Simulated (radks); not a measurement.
Species: neutral germanium. Configuration: [Ar] 3d9 4s2 4p3 (not the ground configuration). Method: Dirac Kohn-Sham, BLYP, spin-unpolarised, spherical densities, finite nucleus; open shells fill j = l - 1/2 first; Fermi nuclear charge, rms radius 4.0742 fm; computed with a radial shooting solver on a logarithmic mesh with Libxc functionals.

X-ray form factor f0, the Fourier transform of the density (f0(0) = 32):

sin(theta)/lambda (1/angstrom)  f0 (electrons)
0.05                                    31.252
0.1                                     29.419
0.15                                    27.241
0.2                                     25.169
0.25                                    23.321
0.3                                     21.666
0.4                                     18.718
0.5                                     16.080
0.6                                     13.754
0.8                                     10.222
1                                        8.081
1.25                                     6.632
1.5                                      5.777
2                                        4.453
